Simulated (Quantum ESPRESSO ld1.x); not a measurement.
Problem. Sb37+, 14 electrons, occupied as [Ne] 3s2 3p2. Calculated with ld1.x of Quantum ESPRESSO 7.5: Dirac Kohn-Sham, LDA (Slater exchange, Perdew-Zunger correlation), spin-unpolarised, spherical densities, point nucleus; open shells are shared between the two j in proportion to 2j + 1.

Spin-orbit splittings of the eigenvalues, e(l+1/2) - e(l-1/2), with zeta = 2 splitting/(2l+1) and mean radii in bohr:

shell  occ.  splitting (eV)  zeta (eV)  <r> j=l-1/2  <r> j=l+1/2
2p        6               ?          ?       0.1017       0.1069
3p        2           64.71      43.14       0.2792       0.2871

Estimate the 2p splitting.

Solution. 259.0 eV (zeta = 172.6 eV).
